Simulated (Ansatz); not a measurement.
Input (CCSDT(Q)/def2-TZVPP; Ansatz, a first-principles code):

Ansatz 0.2 input:
```yaml
crystal:
  periodic: [false, false, false]
  atoms:
    - {symbol: Sr, position_ang: [0.18626027, -0.31630097, 0.11351357]}
    - {symbol: Cl, position_ang: [1.54378434, 0.76688219, -1.84975441]}
    - {symbol: Cl, position_ang: [-1.96013083, -0.05985650, 1.59601820]}
basis:
  gaussian:
    orbitals: def2-TZVPP
magnetization: {spin_polarized: false}
correlation: {method: ccsdt_q, electrons: outside_noble_gas}
```

Output:

```
Functional definition: HF
integrals: 0.31 GiB planned
1422 factors; integrals over basis functions are off by at most 1.4e-7 eV
mean field: 0.62 GiB planned
mean field evaluation 1: about -25837.3197 eV, gradient 2.2e1 eV
mean field evaluation 2: about -25837.4476 eV, gradient 2.3e1 eV
mean field evaluation 4: about -25839.1487 eV, gradient 1.1e0 eV
mean field evaluation 8: about -25839.1773 eV, gradient 1.3e-4 eV
mean field evaluation 16: about -25838.9420 eV, gradient 1.1e0 eV
mean field -25839.17729654 eV, -949.5722512244 hartree, gradient 5.3e-6 eV, S^2 0.000000; 0 other end points of the search recorded, 0 dependent functions left out
14 core orbitals not correlated
reference -25839.17729654 eV, -949.5722512244 hartree; 8, 8 occupied and 102, 102 virtual orbitals, 1422 factors
second order -10.96139504 eV of doubles, -0.00000000 eV of singles
coupled cluster: 5.35 GiB planned
cycle   1  -11.61308339 eV  change   -6.5e-1 eV  update   7.5e-2
cycle   2  -12.13578007 eV  change   -5.2e-1 eV  update   3.1e-2
cycle   3  -12.34872921 eV  change   -2.1e-1 eV  update   1.4e-2
cycle   4  -12.31019232 eV  change    3.9e-2 eV  update   3.8e-3
cycle   5  -12.30957700 eV  change    6.2e-4 eV  update   2.1e-3
cycle   6  -12.31076855 eV  change   -1.2e-3 eV  update   7.7e-4
cycle   7  -12.31083939 eV  change   -7.1e-5 eV  update   2.3e-4
cycle   8  -12.31069507 eV  change    1.4e-4 eV  update   1.1e-4
cycle   9  -12.31071192 eV  change   -1.7e-5 eV  update   3.4e-5
cycle  10  -12.31080429 eV  change   -9.2e-5 eV  update   1.4e-5
cycle  11  -12.31078598 eV  change    1.8e-5 eV  update   7.4e-6
cycle  12  -12.31077618 eV  change    9.8e-6 eV  update   2.7e-6
cycle  13  -12.31076795 eV  change    8.2e-6 eV  update   1.2e-6
cycle  14  -12.31076738 eV  change    5.7e-7 eV  update   4.5e-7
perturbative correction -0.01820566 eV, -0.0006690455 hartree
Total energy: -25851.50626958 eV, -950.0253326267 hartree
```
